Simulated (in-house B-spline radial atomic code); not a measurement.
Ti⁷⁺. Computed with a B-spline radial atomic code. Model: all-electron spherical atom, spin shells full or empty, radial basis limit, no spin-orbit coupling, Breit or QED, empty-state partial waves extrapolated as (l+1/2)^-4, RPA, G0W0 and static COHSEX of the highest shell as one setting changes (uncorrelated shells keep exact exchange).

Empty levels are discrete states of a finite basis, so the steps are uneven.

Given: element Ti; charge 7; filled core Ne; hamiltonian one-electron scalar X2C; mean-field start Hartree-Fock; highest l of empty states 9; nuclear rms radius 3.5921 fm; lowest nl shells left uncorrelated 3; highest mean-field shell 3p up; box radius 8.41 bohr.

Shell: 3s 1 1, 3p 3 0 (electrons up and down).

```
highest empty level kept (hartree)  RPA correlation energy (hartree)  G0W0 level (eV)  G0W0 minus most complete (meV)  COHSEX level (eV)  linearised minus solved G0W0 (meV)
                             21.33                          -0.20213           -169.3                           147.1            -171.25                                   0
                             42.67                          -0.21089          -169.39                            57.2            -171.52                                   0
                             74.67                                 ?                ?                               ?                  ?                                   ?
                               128                          -0.21564          -169.44                             6.5            -171.66                                   0
                            213.33                          -0.21598          -169.44                             2.8            -171.68                                   0
                               384                          -0.21613          -169.44                             1.2            -171.68                                   0
                               640                          -0.21619          -169.44                             0.5            -171.68                                   0
                              1280                          -0.21622          -169.44                             0.1            -171.68                                   0
                              2560                          -0.21623          -169.44                               0            -171.68                                   0
                            5333.3                                 ?                ?                               ?                  ?                                   ?
                             12800                          -0.21624          -169.44                               0            -171.69                                   0
                             42667                          -0.21624          -169.44                               0            -171.69                                   0
```

Problem. What follows for highest empty level kept = 74.67?

Solution. RPA correlation energy -0.2141 hartree; G0W0 level -169.42 eV; G0W0 minus most complete 23.1 meV; COHSEX level -171.62 eV; linearised minus solved G0W0 0 meV.

Problem. What follows for highest empty level kept = 5333.3?

Solution. RPA correlation energy -0.21624 hartree; G0W0 level -169.44 eV; G0W0 minus most complete 0 meV; COHSEX level -171.68 eV; linearised minus solved G0W0 0 meV.
